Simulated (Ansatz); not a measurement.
Q: Name a neutral molecule of Cl, Zn with LUMO energy (PBE/def2-TZVPP) between -2.85 and -2.55 eV and LUMO energy (B3LYP/def2-TZVPP) between -2.15 and -1.85 eV (Ansatz, PBE0-D4/def2-TZVP geometry).

A: `[Cl][Zn][Cl]` (-2.57 eV, -1.98 eV). Other molecules can fit too; these were computed, each in one conformer that needn't be the lowest.

B3LYP here is the variant with VWN-RPA as its local correlation; programs differ in this.
